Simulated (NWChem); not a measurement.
Molecule: PbHF, singlet; SMILES [F][PbH]

Results from NWChem. Low-valent species are run as closed-shell singlets; no triplet was tried in these runs. Structure relaxed at the PBE0-D3(BJ)/def2-TZVP level. def2 effective core potentials on Pb; no spin-orbit coupling. Ions are spin-unrestricted doublets at the neutral geometry; other ion states weren't tried.

### Question
Order these by “−ε(HOMO) (eV)”, lowest first: CAM-B3LYP/def2-SVPD; LRC-wPBEh/def2-SVPD; B3LYP/def2-SVPD; PBE/def2-SVPD.

### Answer
PBE/def2-SVPD (6.06), B3LYP/def2-SVPD (7.02), CAM-B3LYP/def2-SVPD (8.45), LRC-wPBEh/def2-SVPD (8.93)
